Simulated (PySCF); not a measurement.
A calculated (B3LYP, PySCF 2.14, pcseg-2, no relativity, point nucleus) atom or ion has these occupied shells.

```tsv
shell	electrons	orbital energy (eV)	rms radius, mean of both spins (bohr)
1s	2	-1533.4	0.140
2s	2	-121.32	0.686
2p	6	-81.901	0.680
3s	2	-15.605	2.57
```

**Question.** Name the element and its charge.

**Answer.** Al⁺ (aluminium, charge +1), in [Ne] 3s2, closed-shell 1S.
